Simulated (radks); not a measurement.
Results of a calculation; reference values are marked as such.
Ru2+, configuration [Kr] 4d6. Level of theory: Dirac Kohn-Sham, B86b exchange with PBE correlation, spin-unpolarised, spherical densities, point nucleus; open shells are shared between the two j in proportion to 2j + 1 (a radial shooting solver on a logarithmic mesh with Libxc functionals).

Spin-orbit splittings of the eigenvalues, e(l+1/2) - e(l-1/2), with zeta = 2 splitting/(2l+1) and mean radii in bohr:

| shell | occ. | splitting (eV) | zeta (eV) | <r> j=l-1/2 | <r> j=l+1/2 |
|---|---|---|---|---|---|
| 2p | 6 | 131.0 | 87.31 | 0.1236 | 0.1284 |
| 3p | 6 | 22.22 | 14.81 | 0.3956 | 0.4063 |
| 3d | 10 | 4.329 | 1.731 | 0.3821 | 0.3855 |
| 4p | 6 | 3.418 | 2.279 | 1.100 | 1.130 |
| 4d | 6 | ? | ? | 1.516 | 1.532 |
| 5p | 0 | 0.3508 | 0.2339 | 3.258 | 3.331 |

Estimate the 4d splitting.

Answer. 0.3728 eV (zeta = 0.1491 eV).
